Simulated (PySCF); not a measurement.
## What the settings do

Molecule: SMILES C#CC1=CC[C@H](C)C1, C8H10; geometry GFN2-xTB.

Molfile (atoms numbered from 1):
```
C8H10
     RDKit          3D

 18 18  0  0  0  0  0  0  0  0999 V2000
    3.7394   -0.8755   -0.4953 C   0  0  0  0  0  0  0  0  0  0  0  0
    2.6142   -0.4551   -0.4667 C   0  0  0  0  0  0  0  0  0  0  0  0
    1.2878    0.0111   -0.4308 C   0  0  0  0  0  0  0  0  0  0  0  0
    0.8873    1.2824   -0.4417 C   0  0  0  0  0  0  0  0  0  0  0  0
   -0.6015    1.3968   -0.3601 C   0  0  0  0  0  0  0  0  0  0  0  0
   -1.0993   -0.0375   -0.6299 C   0  0  2  0  0  0  0  0  0  0  0  0
   -2.3280   -0.4052    0.1891 C   0  0  0  0  0  0  0  0  0  0  0  0
    0.1175   -0.9357   -0.3366 C   0  0  0  0  0  0  0  0  0  0  0  0
    4.7263   -1.2297   -0.5237 H   0  0  0  0  0  0  0  0  0  0  0  0
    1.5311    2.1447   -0.4743 H   0  0  0  0  0  0  0  0  0  0  0  0
   -0.8945    1.7298    0.6414 H   0  0  0  0  0  0  0  0  0  0  0  0
   -1.0029    2.1178   -1.0739 H   0  0  0  0  0  0  0  0  0  0  0  0
   -1.3467   -0.1249   -1.6930 H   0  0  0  0  0  0  0  0  0  0  0  0
   -3.1581    0.2548   -0.0544 H   0  0  0  0  0  0  0  0  0  0  0  0
   -2.1179   -0.3155    1.2533 H   0  0  0  0  0  0  0  0  0  0  0  0
   -2.6317   -1.4294   -0.0169 H   0  0  0  0  0  0  0  0  0  0  0  0
    0.2027   -1.7685   -1.0360 H   0  0  0  0  0  0  0  0  0  0  0  0
    0.0656   -1.3541    0.6732 H   0  0  0  0  0  0  0  0  0  0  0  0
  1  2  3  0
  2  3  1  0
  3  4  2  0
  4  5  1  0
  5  6  1  0
  6  7  1  0
  6  8  1  0
  8  3  1  0
  1  9  1  0
  4 10  1  0
  5 11  1  0
  5 12  1  0
  6 13  1  6
  7 14  1  0
  7 15  1  0
  7 16  1  0
  8 17  1  0
  8 18  1  0
M  END
```

All runs: PySCF 2.14, non-relativistic, gas phase unless a solvent (IEF-PCM) is named; grid level 2, GIAOs and SCF threshold 1e-9 unless changed. The yardstick, PBE0/pcSseg-1, gives these isotropic shieldings σ (ppm, equivalent atoms averaged): C1 97.6, C2 101.8, C8 137.8, C5 140.5, C7 163.9, H10 25.39, H11 29.50.

**Question.** What do these inputs give? (1) PBE0/pcseg-1; aux def2-universal-jkfit; (2) BLYP/pcSseg-1; guess sap; (3) OLYP/STO-3G; damp 0.1; (4) PBE0/pcSseg-1; conv 1e-08

**Answer.** 
```
run    outcome  functions  wall time     C1     C2     C8     C5     C7    H10    H11
  1  converged        162       17 s  112.1  116.1  146.3  149.4  172.6  25.54  29.61
  2  converged        186       43 s   94.0   92.4  125.7  128.3  153.5  25.61  29.52
  3  converged         50      8.7 s  156.4  170.5  189.7  190.5  208.4  27.38  31.16
  4  converged        186       20 s   97.6  101.8  137.8  140.5  163.9  25.39  29.50
```

Times are on 1 thread of an Intel Xeon 6975P-C, shared host.

**Question.** Comment on the technical settings and failures.

**Answer.** 
- Run 1: The orbital basis differs from the yardstick's, which in itself moves the values. The other auxiliary basis adds little: it changes only the density-fitting error.
- Run 2: The functional differs from the yardstick's, which in itself moves the values. The starting guess changes the path of the SCF (19 cycles), not the solution, provided the same state is reached.
- Run 3: The functional and orbital basis differ from the yardstick's, which in itself moves the values. The damping changes the path of the SCF (19 cycles), not the solution, provided the same state is reached. With 50 functions the basis is far too small for magnetic properties.

Run 3 was set up unsoundly or failed; its numbers aren't to be quoted as properties of the molecule.
